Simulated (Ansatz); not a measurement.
Ca₄O₃⁺, relaxed as a doublet with UKS PBE0-D4/def2-SVP in Ansatz, starting from the GFN1-xTB geometry. Force threshold 0.02 eV/Å.

Another isomer (doublet) lies 1.68 eV lower at PBE0-D4/def2-TZVP; other spin states weren't run for this one.

Start:

```xyz
7

Ca   -1.406    0.171    2.136
Ca    2.055   -0.220   -2.740
Ca    1.038   -1.368    0.324
Ca   -0.673    1.356   -0.998
O    -0.071   -1.280    1.913
O     0.817   -0.047   -1.242
O    -1.760    1.389    0.607
```

| step | energy (eV) | largest force component (eV/Å) | SCF passes |
| --- | --- | --- | --- |
| 1 | -79856.7465 | 2.550 | 39 |
| 2 | -79857.3997 | 0.530 | 28 |
| 3 | -79857.4638 | 0.152 | 23 |
| 4 | -79857.4675 | 0.037 | 24 |
| 5 | -79857.4677 | 0.097 | 23 |
| 6 | -79857.4690 | 0.023 | 23 |
| 7 | -79857.4697 | 0.002 | 23 |

Force components are those of the run's own axes.

End:

```xyz
7

Ca   -1.625    0.154    2.327
Ca    2.113   -0.184   -2.972
Ca    1.090   -1.456    0.410
Ca   -0.687    1.410   -1.026
O    -0.129   -1.180    1.929
O     0.928   -0.085   -1.331
O    -1.690    1.340    0.663
```

By distances, no bond broke or formed. The bond that changes most is Ca3–O6, from 2.06 to 2.22 Å (atoms count from 1).

No frequencies were taken in this run, so the end may be a saddle point.

It took 43 s on 4 threads of Arm Neoverse V1 on a shared host, peak host memory 0.69 GiB.
